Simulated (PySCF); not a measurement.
Geometry:
```
atom   x (Å)   y (Å)   z (Å)
 Si1  -0.069  -0.134  -0.267
  O2  -0.081  -0.026   1.363
  H3   0.360   0.729   1.766
 Cl4   1.842  -0.191  -0.988
 Cl5  -1.003   1.465  -1.129
 Cl6  -1.050  -1.844  -0.746
```

Geometry: PBE0-D3(BJ)/def2-SVP; GIAO absolute shieldings from PySCF 2.14.0 with density-fitted response routines, gas phase, non-relativistic, averaged over equivalent atoms.

At PBE0/pcSseg-1 (118 basis functions, 8 s wall time on 1 thread of an Arm Neoverse V1, shared host):
```csv
atoms,σ (ppm)
Si1,357.4
O2,230.6
H3,28.48
Cl4/Cl5/Cl6,799.9
```

Question: Estimate the result of repeating the calculation with KT2/pcSseg-1.

Answer: 
```tsv
atoms	σ at KT2/pcSseg-1	change
Si1	367.8	+10.4
O2	216.0	-14.6
H3	28.37	-0.11
Cl4/Cl5/Cl6	774.1	-25.8
```

The largest change is at Cl4/Cl5/Cl6 (chlorine bonded to Si). Cost: 118 basis functions, 9.1 s wall time on 1 thread of an Arm Neoverse V1, shared host.

The averaged Cl atoms aren't alike in the static structure (σ from 789 to 820 ppm); the average presumes fast exchange among these sites.
